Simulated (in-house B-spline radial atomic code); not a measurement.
Whole-atom quantities along the 43-electron series, configuration [Kr] 4d7. Breit and QED terms are first order and not part of the total energy; the density at the nucleus is averaged over the nuclear charge. Computed with an all-electron radial atomic-structure program (B-spline basis): Dirac-Hartree-Fock, average of the configuration, finite nuclei.

```tsv
ion	Z	E/Z² (Eh)	Σ<r²> (bohr²)	n(0)/Z³ (bohr⁻³)	Lamb diamagnetic shielding (ppm)	repulsion over attraction	Breit energy (eV)	self-energy (eV)	vacuum polarisation (eV)	Dirac less non-relativistic energy (Eh)
Sm19+	62	-2.678	7.1015	2.1035	6996.87	0.12168	248.69	196.71	-29.879	-394.58
Eu20+	63	?	?	?	?	?	?	?	?	?
Gd21+	64	-2.7099	6.3738	2.2459	7303.09	0.11828	277.2	221.02	-34.538	-454.26
Tb22+	65	-2.7255	6.052	2.3382	7458.2	0.11663	292.3	234.03	-37.104	-486.72
Dy23+	66	?	?	?	?	?	?	?	?	?
Ho24+	67	-2.7564	5.4781	2.4944	7772.41	0.11342	324.23	261.89	-42.707	-557.07
```

(1) Fill in the row of Eu20+.

(2) Fill in the row of Dy23+.

(3) With what power of Z does the column «Σ<r²> (bohr²)» change over this range?

Results:

(1) E/Z² (Eh): -2.694; Σ<r²> (bohr²): 6.7226; n(0)/Z³ (bohr⁻³): 2.174; Lamb diamagnetic shielding (ppm): 7149.35; repulsion over attraction: 0.11996; Breit energy (eV): 262.67; self-energy (eV): 208.58; vacuum polarisation (eV): -32.136; Dirac less non-relativistic energy (Eh): -423.58.

(2) E/Z² (Eh): -2.741; Σ<r²> (bohr²): 5.7542; n(0)/Z³ (bohr⁻³): 2.4032; Lamb diamagnetic shielding (ppm): 7614.55; repulsion over attraction: 0.11501; Breit energy (eV): 307.96; self-energy (eV): 247.65; vacuum polarisation (eV): -39.812; Dirac less non-relativistic energy (Eh): -520.91.

(3) A fit of the logarithm of its size against log Z from Z = 62 to 67 has slope -3.35. Unscreened non-relativistic hydrogenic orbitals would give -2.
